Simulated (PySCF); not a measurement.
Species: C₃H₈FOSi₂ (charge +1).
SMILES with atom numbers: `[CH3:1][Si+:2]([CH:3]=[O:4])[CH2:5][SiH2:6][F:7]` (hydrogens: H8, H9, H10 on C1; H11 on C3; H12, H13 on C5; H14, H15 on Si6)

Computed, not measured: PySCF 2.14.0, density-fitted response routines, TDDFT CAM-B3LYP/def2-SVPD, vertical, gas phase, core orbitals frozen in the response. Geometry: GFN2-xTB, one conformer, isolated ion. Torsions of this conformer, `[CH3:1][Si+:2]([CH:3]=[O:4])[CH2:5][SiH2:6][F:7]`: C1–Si2–C3–O4 -151°, C1–Si2–C5–Si6 106°, Si2–C5–Si6–F7 -24°.

Computed states:

```
state  E (eV)       f
   S1    2.37  0.0015
   S2    4.70   0.013
   S3    4.81   0.057
   S4    5.52  0.0004
   S5    5.77  0.0075
   S6    6.71   0.028
   S7    6.78   0.022
   S8    7.29   0.014
```

Broadening: Gaussians 0.4 eV wide at half height, area fixed by f = 4.319×10⁻⁹ ∫ε dν̃. The cross-section is σ = 3.8235×10⁻²¹ ε cm², given in Mb (10⁻¹⁸ cm²). The width is an assumption, not a result. The curve ends short of the highest state used, and states not computed would add to its high-energy end.

Question: Give the broadened spectrum and its maxima.

Answer: 
E (eV), σ (Mb) and a bar:
```
     1.77       0.00 
     1.91       0.01 
     2.05       0.07 
     2.19       0.22 
     2.33       0.37 #
     2.47       0.32 #
     2.61       0.14 
     2.75       0.03 
     2.89       0.00 
     3.03       0.00 
     3.17       0.00 
     3.31       0.00 
     3.46       0.00 
     3.60       0.00 
     3.74       0.00 
     3.88       0.00 
     4.02       0.00 
     4.16       0.03 
     4.30       0.37 #
     4.44       2.44 #####
     4.58       8.62 ################
     4.72      16.27 ##############################
     4.86      16.22 ##############################
     5.00       8.45 ################
     5.14       2.29 ####
     5.28       0.38 #
     5.42       0.34 #
     5.56       0.99 ##
     5.70       1.82 ###
     5.85       1.75 ###
     5.99       0.85 ##
     6.13       0.23 
     6.27       0.32 #
     6.41       1.95 ####
     6.55       6.72 ############
     6.69      12.00 ######################
```

Maxima: 523 nm (2.37 eV), ε about 100, made up of S1 (100%); 259 nm (4.79 eV), ε about 4600, made up of S2 (17%) and S3 (83%); 215 nm (5.77 eV), ε about 510, made up of S5 (98%) (ε in L mol⁻¹ cm⁻¹; maxima over ε = 5, shares over 10%). At its high-energy end, 6.69 eV, the curve is still rising (ε about 3100, from S6 and S7).

Question: What would ε be at 4.79 eV, the highest of these maxima, with half the width (0.2 eV)?

Answer: About 8600 L mol⁻¹ cm⁻¹ against 4610, a factor of about 1.9; a lone state at its own centre would give exactly 2.

Question: Does any computed singlet lie in the visible range?

Answer: S1 lies in the visible range (380 to 750 nm), at 523 nm, f = 0.0015; light of that wavelength is green, and its complementary colour is purple; a Tamm–Dancoff triplet lies at 707 nm, without intensity as long as spin–orbit coupling is left out.

Question: On this curve, what absorbance would a 10⁻⁵ mol/L sample give at 280 nm over a 1 cm path?

Answer: 280 nm is 4.428 eV, where ε is about 560 L mol⁻¹ cm⁻¹, so A = ε c l ≈ 0.0056 (Beer–Lambert, with the gas-phase spectrum and the assumed width).
